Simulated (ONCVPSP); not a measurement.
**u(r) = r·R(r): atom against pseudo-atom (W)**

Columns: radius, all-electron u(r) and pseudo u(r) of the 5d shell (level -3.32 eV) of tungsten in the configuration [Kr] 4d10 4f14 5s2 5p6 5d5 6s1; PBE, scalar-relativistic, ONCV scheme, ONCVPSP 4.0.1.

```json
{"r (bohr)": "0.118", "all-electron": "0.2039", "pseudo": "0.0020"}
{"r (bohr)": "0.235", "all-electron": "-0.0724", "pseudo": "0.0149"}
{"r (bohr)": "0.353", "all-electron": "-0.2993", "pseudo": "0.0476"}
{"r (bohr)": "0.470", "all-electron": "-0.2603", "pseudo": "0.1037"}
{"r (bohr)": "0.588", "all-electron": "-0.0802", "pseudo": "0.1828"}
{"r (bohr)": "0.705", "all-electron": "0.1282", "pseudo": "0.2778"}
{"r (bohr)": "0.822", "all-electron": "0.3148", "pseudo": "0.3805"}
{"r (bohr)": "0.940", "all-electron": "0.4640", "pseudo": "0.4814"}
{"r (bohr)": "1.058", "all-electron": "0.5724", "pseudo": "0.5705"}
{"r (bohr)": "1.175", "all-electron": "0.6447", "pseudo": "0.6404"}
{"r (bohr)": "1.292", "all-electron": "0.6887", "pseudo": "0.6889"}
{"r (bohr)": "1.410", "all-electron": "0.7108", "pseudo": "0.7161"}
{"r (bohr)": "1.528", "all-electron": "0.7164", "pseudo": "0.7243"}
{"r (bohr)": "1.645", "all-electron": "0.7102", "pseudo": "0.7177"}
{"r (bohr)": "1.763", "all-electron": "0.6957", "pseudo": "0.7011"}
{"r (bohr)": "1.880", "all-electron": "0.6757", "pseudo": "0.6786"}
{"r (bohr)": "1.998", "all-electron": "0.6518", "pseudo": "0.6530"}
{"r (bohr)": "2.115", "all-electron": "0.6260", "pseudo": "0.6263"}
{"r (bohr)": "2.232", "all-electron": "0.5991", "pseudo": "0.5991"}
{"r (bohr)": "2.350", "all-electron": "0.5715", "pseudo": "0.5715"}
{"r (bohr)": "2.468", "all-electron": "0.5439", "pseudo": "0.5439"}
{"r (bohr)": "2.585", "all-electron": "0.5170", "pseudo": "0.5170"}
{"r (bohr)": "2.702", "all-electron": "0.4908", "pseudo": "0.4907"}
{"r (bohr)": "2.820", "all-electron": "0.4651", "pseudo": "0.4651"}
{"r (bohr)": "2.938", "all-electron": "0.4403", "pseudo": "0.4403"}
{"r (bohr)": "3.055", "all-electron": "0.4167", "pseudo": "0.4167"}
```

(1) How many radial nodes do the two functions have?

(2) At about which radius was the pseudo-wave matched?

(3) Is the pseudo-wave norm-conserving?

Answers

(1) The all-electron 5d function has n − l − 1 = 2; the pseudo-wave has 0, since the states of the same l below it are removed with the core.

(2) 2.35 bohr. The columns agree to 0.0005 from 2.12 bohr on; several derivatives are matched, so the curves merge somewhat inside the radius.

(3) Yes: the ONCV scheme keeps the norm inside the radius equal to the all-electron one, which fixes the energy derivative of the logarithmic derivative at the level.
